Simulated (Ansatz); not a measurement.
This geometry of AlBClF$_{2}$H$_{3}$O (9 atoms, charge 0, multiplicity 1) is a first-order saddle point.

Method: Ansatz, RKS PBE/cc-pVDZ.

```xyz
9
Properties=species:S:1:pos:R:3
B -0.126 -0.229 0.076
Cl 0.424 -0.041 2.259
F 0.827 0.432 -0.606
F -1.415 0.168 -0.050
O 0.079 -1.677 0.277
Al -0.803 -3.081 -0.426
H -0.676 -4.393 0.460
H -1.517 -2.832 -1.823
H 0.381 -1.359 1.447
```

Which two structures does it join? (They come from a converged band through this point; their orientation in space is the band's.)

Bonds broken: B1–Cl2, F4–Al6, O5–H9. Bonds formed: Cl2–H9. AlBClF2H3O becomes AlBF2H2O + ClH.

Initial state:

```xyz
9
Properties=species:S:1:pos:R:3
B 0.217 -0.399 0.314
Cl -0.670 0.761 1.394
F 1.411 -0.002 -0.184
F -0.698 -0.779 -0.919
O 0.259 -1.807 0.906
Al -0.897 -2.616 -0.447
H -0.067 -3.496 -1.476
H -2.327 -2.896 0.193
H -0.053 -1.780 1.834
```

Final state:

```xyz
9
Properties=species:S:1:pos:R:3
B 0.098 -0.308 -0.698
Cl 0.394 -0.931 3.223
F 0.714 0.782 -0.223
F -0.151 -0.360 -2.022
O -0.260 -1.321 0.144
Al -1.065 -2.893 -0.179
H -1.259 -3.765 1.133
H -1.469 -3.228 -1.682
H 0.173 -0.989 1.918
```

How far does it lie above each of them?

31.2 kcal/mol above the first and 15.4 kcal/mol above the second. This is the barrier of this one path; another mechanism may lie lower. The orbitals stay closed-shell, which can raise the energy where a bond breaks towards radicals; this wasn't checked here.

Run time: 3.8 min on 2 threads of Intel(R) Xeon(R) CPU @ 2.60GHz (Ice Lake) (shared host), peak memory 0.18 GiB.
